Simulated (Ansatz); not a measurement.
`[F][Ge]([Cl])([Cl])[I]` + H₂S → `[F][Ge]([SH])([Cl])[Cl]` + HI at 500 K and 1 bar (ligand exchange at a Ge–I bond).

Program: Ansatz. Geometries: PBE0-D4/def2-TZVP. ΔE: electronic, gas phase. CCSD(T)/CBS adds triple-zeta CCSD(T) − MP2 to the extrapolated MP2 energy (def2 sets, frozen cores). This one scheme is used for every species. Elements past krypton have def2 core potentials. For Ge, I outer-core shells are correlated without core-valence functions, which leaves a few kJ/mol of doubt a bond. Scalar relativity is left out up to krypton. One conformer a species, not always the lowest.

```
                  species  CCSD(T)/CBS energy (Eh)  H − E (kJ/mol)  S (J/(mol·K))
 `[F][Ge]([Cl])([Cl])[I]`              -3393.06114            57.2          430.2
                      H₂S               -398.97279            57.0          224.0
`[F][Ge]([SH])([Cl])[Cl]`              -3493.98744            83.6          431.0
                       HI               -298.03592            28.6          221.6
```

H − E and S are ideal-gas, rigid-rotor, harmonic terms from PBE0-D4/def2-TZVP, for one conformer and one mirror image of each species. 1 Eh = 2625.50 kJ/mol, R = 8.31446 J/(mol·K).

Question: By hand: ΔE, ΔH, ΔS and ΔG.

Answer: ΔE = (-3493.98744) + (-298.03592) − (-3393.06114) − (-398.97279) = 0.01057 Eh = 27.8 kJ/mol. Δ(H − E) = 83.6 + 28.6 − 57.2 − 57.0 = -2.0, so ΔH = 25.8 kJ/mol. ΔS = 431.0 + 221.6 − 430.2 − 224.0 = -1.6 J/(mol·K). ΔG = 25.8 − 500 × (-1.6)/1000 = 26.6 kJ/mol.

Question: By hand: the equilibrium constant, and the temperature at which ΔG would vanish if ΔH and ΔS stayed fixed.

Answer: log₁₀ K = −ΔG/(RT ln 10) = -2.8. ΔH and −TΔS have one sign here, so there is no such temperature.

The number of gas molecules stays the same, so ΔS is small and ΔH decides. A doubt of 5 kJ/mol in ΔE shifts log₁₀ K by 0.5 here. Other conformers and mirror images would add mixing entropy, several J/(mol·K) or more a flexible species. These are equilibria of isolated gas molecules and say nothing of rates. Largest T1 diagnostic: 0.011 (customary marks: 0.02 for closed shells, 0.045 for open ones).

ΔS is within the doubt of such terms, so its sign, and with it that verdict, could turn.
